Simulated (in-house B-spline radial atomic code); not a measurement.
Results of a calculation; reference values are marked as such.
# Making a Troullier-Martins s channel for Zr, r_c = 3.21 bohr

Zr, [Kr] 4d2 5s2, non-relativistic LDA (VWN5), spherical and spin-unpolarised, from an all-electron radial atomic-structure program (B-spline basis) (atomic units). The all-electron 5s level is ε = -0.162391 hartree, its outermost node lies just inside 1.51 bohr and its outer maximum at 3.21 bohr.

Inside r_c the pseudo-orbital is u(r) = r^1 exp(p(r)), with p = c0 + c2 r² + c4 r⁴ + … + c12 r¹². The seven coefficients follow from p and its first four derivatives at r_c, from zero curvature of the screened potential at the origin, c4 = −c2²/(2l + 5), and from the norm inside r_c. At r_c the all-electron orbital has P = 0.5789332, P' = -0.004422117, the screened potential V = -0.3647132, V' = 0.2389252, V'' = -0.2492612, and the norm inside is Q = 0.3704626.

Q: What are p, p' and p'' at r_c?

A: p = ln(P/r_c^1) = ln(0.5789332/3.21) = -1.71284. p' = P'/P − 1/r_c = -0.00764 − 0.31153 = -0.31916. The radial equation gives p'' = 2(V − ε) − 2(1) p'/r_c − p'² = -0.40464 − (-0.19886) − 0.10187 = -0.30765. Differentiating, p''' = 2V' + 2(1)p'/r_c² − 2(1)p''/r_c − 2p'p'' = 0.4112, and p'''' = 2V'' − 4(1)p'/r_c³ + 4(1)p''/r_c² − 2(1)p'''/r_c − 2p''² − 2p'p''' = -0.76237.

For a trial c2 the five matching conditions are linear in c0, c6, c8, c10 and c12, and c2 is varied until the norm inside r_c equals Q. The root nearest zero gives:

| n | c_n |
| --- | --- |
| 0 | -2.639748 |
| 2 | 0.3562063 |
| 4 | -0.02537658 |
| 6 | -0.003433103 |
| 8 | 0.000614453 |
| 10 | -3.51807e-05 |
| 12 | 7.240215e-07 |

Q: Check c4 and p(r_c), and find the screened pseudopotential at the origin.

A: −c2²/5 = -0.0253766, as listed. The terms c_n r_c^n are -2.63975, 3.67039, -2.69435, -3.75593, 6.92674, -4.08653, 0.86659, which sum to -1.71284. Inverting the radial equation, V_l(r) = ε + 1 p'/r + (p'' + p'²)/2, so V_l(0) = ε + (2l + 3) c2 = -0.162391 + 3 × (0.356206) = 0.9062 hartree, finite where the all-electron potential diverges.

Orbitals and screened potentials:

| r (bohr) | P | u | V all-electron | V pseudo |
| --- | --- | --- | --- | --- |
| 0.321 | 0.1629 | 0.02376 | -46.29 | 0.9047 |
| 0.802 | -0.2371 | 0.07118 | -8.127 | 0.8504 |
| 1.284 | -0.1476 | 0.1522 | -2.993 | 0.5907 |
| 1.766 | 0.1825 | 0.2829 | -1.43 | 0.0718 |
| 2.247 | 0.427 | 0.4384 | -0.8076 | -0.4088 |
| 2.728 | 0.5482 | 0.5482 | -0.5179 | -0.4984 |
| 3.21 | 0.5789 | 0.5789 | -0.3647 | -0.3647 |

Logarithmic derivatives P'/P at R = 3.51 bohr, for energies E around ε:

| E − ε (hartree) | all-electron | pseudo |
| --- | --- | --- |
| -0.5 | 0.788745 | 0.781581 |
| -0.25 | 0.435806 | 0.432292 |
| -0.1 | 0.1446 | 0.143651 |
| 0 | -0.110966 | -0.110966 |
| 0.1 | -0.452465 | -0.454845 |
| 0.25 | -1.30912 | -1.34928 |
| 0.5 | -12.6958 | -32.3232 |

Q: With P(R) = 0.5682512 and a norm of 0.4696724 inside R, what slope in energy does norm conservation fix?

A: d(P'/P)/dE = −2 × (norm inside R)/P(R)² = -2.9090 per hartree·bohr at E = ε, for both atoms, since orbital and norm agree at R. Differences over ±0.1 hartree give -2.9853 (all-electron) and -2.9925 (pseudo), which also hold third-order terms. Half a hartree below ε the two curves differ by -0.0072.
